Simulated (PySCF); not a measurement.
CH₅AlBrNO (SMILES C[O][Al]([NH2])[Br]), singlet, at a GFN2-xTB geometry (such geometries of metal compounds can be far from the true shape); DF-PBE/def2-TZVPPD run with PySCF.

Input for PySCF:
```python
from pyscf import gto, scf, dft

mol = gto.Mole()
mol.atom = '''
    Al    0.68163781    0.29115332    0.05148842
    Br   -1.46391477   -0.05771699    0.61090875
    O     1.25898574   -0.52374113   -1.25191717
    C     1.83670721   -1.17136063   -2.34783597
    H     1.94274073   -2.23710760   -2.13356447
    H     1.20260428   -1.04568888   -3.22833183
    H     2.82278784   -0.74963725   -2.55492139
    N     1.63190193    1.41604679    1.03555884
    H     1.29015824    1.92488800    1.83764290
    H     2.60199158    1.64841237    0.88146055
'''
mol.basis = 'def2-tzvppd'
mol.verbose = 4
mol.max_memory = 1800
mol.build()

mf = dft.RKS(mol)
mf.xc = 'pbe'
mf = mf.density_fit(auxbasis='def2-universal-jkfit')
mf.kernel()
```

What the program printed (banner, timings and long lists left out):

```
PySCF version 2.14.0

[INPUT] verbose = 4
[INPUT] num. atoms = 10
[INPUT] num. electrons = 74
[INPUT] charge = 0
[INPUT] spin (= nelec alpha-beta = 2S) = 0
[INPUT] symmetry False subgroup None
[INPUT] Mole.unit = angstrom
[INPUT] Symbol           X                Y                Z      unit          X                Y                Z       unit  Magmom
[INPUT]  1 Al     0.681637810000   0.291153320000   0.051488420000 AA    1.288108777048   0.550200035058   0.097299012387 Bohr   0.0
[INPUT]  2 Br    -1.463914770000  -0.057716990000   0.610908750000 AA   -2.766397985006  -0.109069303834   1.154450224600 Bohr   0.0
[INPUT]  3 O      1.258985740000  -0.523741130000  -1.251917170000 AA    2.379138243333  -0.989727295870  -2.365780581941 Bohr   0.0
[INPUT]  4 C      1.836707210000  -1.171360630000  -2.347835970000 AA    3.470873597914  -2.213550783798  -4.436766968703 Bohr   0.0
[INPUT]  5 H      1.942740730000  -2.237107600000  -2.133564470000 AA    3.671247910738  -4.227520675183  -4.031852517403 Bohr   0.0
[INPUT]  6 H      1.202604280000  -1.045688880000  -3.228331830000 AA    2.272592725430  -1.976065594703  -6.100662997916 Bohr   0.0
[INPUT]  7 H      2.822787840000  -0.749637250000  -2.554921390000 AA    5.334295925353  -1.416609095272  -4.828101696893 Bohr   0.0
[INPUT]  8 N      1.631901930000   1.416046790000   1.035558840000 AA    3.083847709849   2.675940612669   1.956922593472 Bohr   0.0
[INPUT]  9 H      1.290158240000   1.924888000000   1.837642900000 AA    2.438045730951   3.637511140462   3.472641795752 Bohr   0.0
[INPUT] 10 H      2.601991580000   1.648412370000   0.881460550000 AA    4.917051464624   3.115047919645   1.665719029108 Bohr   0.0

nuclear repulsion = 382.952648086619
number of shells = 110
number of NR pGTOs = 435
number of NR cGTOs = 304
basis = def2-tzvppd
ecp = {}

******** <class 'pyscf.df.df_jk.DFRKS'> ********
method = DFRKS
initial guess = minao
damping factor = 0
level_shift factor = 0
DIIS = <class 'pyscf.scf.diis.CDIIS'>
diis_start_cycle = 1
diis_space = 8
diis_damp = 0
SCF conv_tol = 1e-09
SCF conv_tol_grad = None
SCF max_cycles = 50
direct_scf = False
XC library pyscf.dft.libxc version 7.1.2
    S. Lehtola, C. Steigemann, M. J. T. Oliveira, and M. A. L. Marques,  SoftwareX 7, 1–5 (2018)
XC functionals = pbe
    J. P. Perdew, K. Burke, and M. Ernzerhof,  Phys. Rev. Lett. 77, 3865 (1996)
    J. P. Perdew, K. Burke, and M. Ernzerhof,  Phys. Rev. Lett. 78, 1396 (1997)
    J. P. Perdew, K. Burke, and M. Ernzerhof,  Phys. Rev. Lett. 77, 3865 (1996)
    J. P. Perdew, K. Burke, and M. Ernzerhof,  Phys. Rev. Lett. 78, 1396 (1997)
radial grids:
    Treutler-Ahlrichs [JCP 102, 346 (1995); DOI:10.1063/1.469408] (M4) radial grids

becke partition: Becke, JCP 88, 2547 (1988); DOI:10.1063/1.454033
pruning grids: <function nwchem_prune>
grids dens level: 3
symmetrized grids: False
atomic radii adjust function: <function treutler_atomic_radii_adjust>
small_rho_cutoff = 0
Set gradient conv threshold to 3.16228e-05
Initial guess from minao.
tot grids = 130752
init E= -2986.36691868208
  HOMO = -0.310476231064009  LUMO = -0.0909169253762183  gap/eV = 5.97451
cycle= 1 E= -2986.96982464356  delta_E= -0.603  |g|= 1.09  |ddm|= 3.22
  HOMO = -0.0549256547033939  LUMO = -0.0190976776411654  gap/eV = 0.97493
cycle= 2 E= -2985.7826372705  delta_E= 1.19  |g|= 2.54  |ddm|= 2.89
  HOMO = -0.216545333017382  LUMO = -0.0531123568602292  gap/eV = 4.44724
cycle= 3 E= -2987.15957733058  delta_E= -1.38  |g|= 0.339  |ddm|= 2.46
  HOMO = -0.240310963992498  LUMO = -0.0549842290999218  gap/eV = 5.04300
cycle= 4 E= -2987.1730135093  delta_E= -0.0134  |g|= 0.233  |ddm|= 0.343
  HOMO = -0.220949777742641  LUMO = -0.0530284546382045  gap/eV = 4.56937
cycle= 5 E= -2987.18318396967  delta_E= -0.0102  |g|= 0.0584  |ddm|= 0.185
  HOMO = -0.227133853293625  LUMO = -0.0527050103703027  gap/eV = 4.74645
cycle= 6 E= -2987.18387491351  delta_E= -0.000691  |g|= 0.0194  |ddm|= 0.0639
  HOMO = -0.226198485795676  LUMO = -0.0526456257565681  gap/eV = 4.72261
cycle= 7 E= -2987.18395450523  delta_E= -7.96e-05  |g|= 0.00426  |ddm|= 0.0206
  HOMO = -0.226343147873166  LUMO = -0.0528375964223073  gap/eV = 4.72133
cycle= 8 E= -2987.18395843118  delta_E= -3.93e-06  |g|= 0.00117  |ddm|= 0.00418
  HOMO = -0.226308893611853  LUMO = -0.0527718371699927  gap/eV = 4.72218
cycle= 9 E= -2987.18395880405  delta_E= -3.73e-07  |g|= 0.000182  |ddm|= 0.00143
  HOMO = -0.226341395872072  LUMO = -0.0527801190399432  gap/eV = 4.72284
cycle= 10 E= -2987.18395881068  delta_E= -6.62e-09  |g|= 6.38e-05  |ddm|= 0.000231
  HOMO = -0.226337413890896  LUMO = -0.0527802284081713  gap/eV = 4.72273
cycle= 11 E= -2987.18395881164  delta_E= -9.61e-10  |g|= 1.95e-05  |ddm|= 7.31e-05
  HOMO = -0.226333573410571  LUMO = -0.0527793747004806  gap/eV = 4.72265
Extra cycle  E= -2987.18395881149  delta_E= 1.46e-10  |g|= 3.19e-05  |ddm|= 3.26e-05
converged SCF energy = -2987.18395881149
```
